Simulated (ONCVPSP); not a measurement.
## PBE ONCV dataset for N, scalar-relativistic all-electron reference.

Input for ONCVPSP 4.0.1:

```
# ATOM AND REFERENCE CONFIGURATION
# atsym  z   nc   nv     iexc    psfile
  N 7.00    1    2        4      upf
#
#   n    l    f
    1    0    2.00
    2    0    2.00
    2    1    3.00
#
# PSEUDOPOTENTIAL AND OPTIMIZATION
# lmax
    2
#
#   l,   rc,      ep,       ncon, nbas, qcut
    0    1.05    0.00    4    7    6.50
    1    2.35    0.00    4    8    4.90
    2    2.05    0.28    3    6    5.30
#
# LOCAL POTENTIAL
# lloc, lpopt,  rc(5),   dvloc0
    4    5    0.90    3.00
#
# VANDERBILT-KLEINMAN-BYLANDER PROJECTORs
# l, nproj, debl
    0    1    1.20
    1    3    3.30
    2    2    2.10
#
# MODEL CORE CHARGE
# icmod, fcfact, rcfact
    3    4.00    1.35
#
# LOG DERIVATIVE ANALYSIS
# epsh1, epsh2, depsh
   -2.00    5.00    0.02
#
# OUTPUT GRID
# rlmax, drl
    6.00    0.01
#
# TEST CONFIGURATIONS
# ncnf
    4
# nvcnf
#   n    l    f
    2
    2    0    2.00
    2    1    2.00
#
    2
    2    0    2.00
    2    1    1.00
#
    2
    2    0    2.00
    2    1    0.00
#
    2
    2    0    1.00
    2    1    3.00
#
```

Command:

```bash
oncvpsp.x < N.dat > N.out
```

Output (shortened: citation, most of the input echo, consistency checks and plot data are left out):

```
ONCVPSP  (Optimized Norm-Conservinng Vanderbilt PSeudopotential)
scalar-relativistic version 4.0.1

#   n    l    f        energy (Ha)
    1    0    2.00    -1.4138222E+01
    2    0    2.00    -6.8290674E-01
    2    1    3.00    -2.6054783E-01

Reference configufation results
  iterations    23
  all-electron total energy (Ha)   -5.44530351D+01

Begin loop to  construct optimized pseudo wave functions
and semi-local pseudopoentials for all angular momenta

Calculating optimized projector #   1

 for l=   0

    Fraction of norm inside rc  0.371724
    Optimizing pswf for qcut=   6.49 a_B^-1,  ecut=  21.06 Ha
    Residual kinetic energy error=  2.70D-03 Ha

    Energy error per electron        Cutoff
         Ha          eV             Ha
         0.01000     0.27211       15.77
         0.00100     0.02721       40.77
         0.00010     0.00272       99.64
         0.00001     0.00027      118.46

   Wellstate for l =  1  n =  5
     eigenvalue =   3.0395
     asymptotic potential =   3.5395
     half-point radius =  4.0220

   Wellstate for l =  1  n =  7
     eigenvalue =   6.3395
     asymptotic potential =   6.8395
     half-point radius =  4.1903

Calculating optimized projector #   1

 for l=   1

    Fraction of norm inside rc  0.862826
    Optimizing pswf for qcut=   4.90 a_B^-1,  ecut=  12.01 Ha
    Residual kinetic energy error=  1.07D-04 Ha

    Energy error per electron        Cutoff
         Ha          eV             Ha
         0.01000     0.27211        8.09
         0.00100     0.02721       10.27
         0.00010     0.00272       12.33
         0.00001     0.00027       35.15

Calculating optimized projector #   2

 for l=   1

    Fraction of norm inside rc  0.200116
    Optimizing pswf for qcut=   4.90 a_B^-1,  ecut=  12.01 Ha
    Residual kinetic energy error=  9.01D-03 Ha

    Energy error per electron        Cutoff
         Ha          eV             Ha
         0.01000     0.27211       11.90
         0.00100     0.02721       38.26
         0.00010     0.00272       49.67
         0.00001     0.00027       63.93

Calculating optimized projector #   3

 for l=   1

    Fraction of norm inside rc  0.145528
    Optimizing pswf for qcut=   4.90 a_B^-1,  ecut=  12.01 Ha
    Residual kinetic energy error=  1.09D-01 Ha

    Energy error per electron        Cutoff
         Ha          eV             Ha
         0.01000     0.27211       22.51
         0.00100     0.02721       56.18
         0.00010     0.00272       64.04
         0.00001     0.00027       79.00

   Wellstate for l =  2  n =  3
     eigenvalue =   0.2800
     asymptotic potential =   0.7800
     half-point radius =  7.0770

   Wellstate for l =  2  n =  5
     eigenvalue =   2.3800
     asymptotic potential =   2.8800
     half-point radius =  4.3764

Calculating optimized projector #   1

 for l=   2

    Fraction of norm inside rc  0.032390
    Optimizing pswf for qcut=   5.30 a_B^-1,  ecut=  14.03 Ha
    Residual kinetic energy error=  4.91D-07 Ha

    Energy error per electron        Cutoff
         Ha          eV             Ha
         0.01000     0.27211        1.13
         0.00100     0.02721        3.95
         0.00010     0.00272        7.55
         0.00001     0.00027       10.60

Calculating optimized projector #   2

 for l=   2

    Fraction of norm inside rc  0.189918
    Optimizing pswf for qcut=   5.30 a_B^-1,  ecut=  14.03 Ha
    Residual kinetic energy error=  2.83D-04 Ha

    Energy error per electron        Cutoff
         Ha          eV             Ha
         0.01000     0.27211        8.76
         0.00100     0.02721       12.37
         0.00010     0.00272       17.15
         0.00001     0.00027       39.57

Construct Vanderbilt / Kleinmman-Bylander projectors

B matrix Hermiticity error, ll=   1
   1   2    4.1708E-05
   1   3    1.1368E-04
   2   3   -8.7532E-05

  Orthonormal projector coefficients -3.8990E+00 -1.9174E+00 -6.8784E-01

B matrix Hermiticity error, ll=   2
   1   2   -1.4109E-05

  Orthonormal projector coefficients -9.2691E-01 -7.6430E-01

Model core correction analysis
  based on d2Exc/dn_idn_j

d2excae - all-electron derivatives

   -5.195951D-02   -4.408260D-02
   -4.408555D-02   -4.150166D-02

d2excps - pseudofunction derivatives with no core correction

   -5.235747D-02   -4.427562D-02
   -4.427755D-02   -4.150350D-02

rms 2nd derivative error    2.410859E-04

rmatch, rhocmatch    0.4921    3.6683

Teter function model core charge with specified parameters

d2excps - pseudofunction derivatives with core correction

   -5.062637D-02   -4.423500D-02
   -4.423674D-02   -4.160192D-02

rms 2nd derivative error    6.770178E-04

Pseudoatom total energy   -9.359552

Diagnostic tests using Vanderbilt-Kleinman-Bylander pseudopotentials
  1 or more projectors used as specified by nproj input data

   l    rcore       rmatch      e in        delta e   norm test  slope test

   0   1.0519859   1.0839265  -0.6829067  -0.0000106   0.9999987   1.0000549

   1   2.3590509   2.4306768  -0.2605478  -0.0000006   0.9999773   0.9999795
   1   2.3590509   2.4306768   3.0394522   0.0000044   1.0000736   1.0000736
   1   2.3590509   2.4306768   6.3394522   0.0000408   1.0001094   1.0001094

   2   2.0558137   2.1182327   0.2800000  -0.0000151   1.0000135   1.0000135
   2   2.0558137   2.1182327   2.3800000   0.0000018   1.0001437   1.0001437

 Testing for bound ghosts
   n   l    E NL Schr. Eq   E Basis Diag.   E Cutoff

   1   0       -0.682917       -0.654784    112.98

   2   1       -0.260548       -0.260342     71.04

 Testing for highly-localized positive-energy ghosts
       l    <radius>/rc     E Basis Diag.   E Cutoff

Test configuration 0

   n   l     f        eae           eps        diff
   1   0  2.0000  -14.13822183
   2   0  2.0000   -0.68290674   -0.68291732   -1.06D-05
   2   1  3.0000   -0.26054783   -0.26054840   -5.72D-07

    Total energies and differences
      AE_ref= -5.44530351D+01  AE_tst= -5.44530351D+01  dif=  0.00D+00
      PS_ref= -9.35955223D+00  PS_tst= -9.35955223D+00  dif=  5.15D-14
      PSP excitation error= -5.15D-14

Test configuration 1

   n   l     f        eae           eps        diff
   1   0  2.0000  -14.76144207
   2   0  2.0000   -1.19296401   -1.18723447    5.73D-03
   2   1  2.0000   -0.76027961   -0.74376029    1.65D-02

    Total energies and differences
      AE_ref= -5.44530351D+01  AE_tst= -5.39535657D+01  dif=  4.99D-01
      PS_ref= -9.35955223D+00  PS_tst= -8.86621254D+00  dif=  4.93D-01
      PSP excitation error=  6.13D-03

Test configuration 2

   n   l     f        eae           eps        diff
   1   0  2.0000  -15.57681778
   2   0  2.0000   -1.80659260   -1.77654173    3.01D-02
   2   1  1.0000   -1.37852229   -1.31282971    6.57D-02

    Total energies and differences
      AE_ref= -5.44530351D+01  AE_tst= -5.28932188D+01  dif=  1.56D+00
      PS_ref= -9.35955223D+00  PS_tst= -7.84364926D+00  dif=  1.52D+00
      PSP excitation error=  4.39D-02

Test configuration 3

   n   l     f        eae           eps        diff
   1   0  2.0000  -16.56788995
   2   0  2.0000   -2.50354763   -2.42146319    8.21D-02

    Total energies and differences
      AE_ref= -5.44530351D+01  AE_tst= -5.11629894D+01  dif=  3.29D+00
      PS_ref= -9.35955223D+00  PS_tst= -6.22231391D+00  dif=  3.14D+00
      PSP excitation error=  1.53D-01

Test configuration 4

   n   l     f        eae           eps        diff
   1   0  2.0000  -14.76836705
   2   0  1.0000   -1.19709704   -1.21017358   -1.31D-02
   2   1  3.0000   -0.76390853   -0.76370213    2.06D-04

    Total energies and differences
      AE_ref= -5.44530351D+01  AE_tst= -5.35206244D+01  dif=  9.32D-01
      PS_ref= -9.35955223D+00  PS_tst= -8.42123084D+00  dif=  9.38D-01
      PSP excitation error= -5.91D-03
```

The run took about 4 s on one core of a shared server CPU.
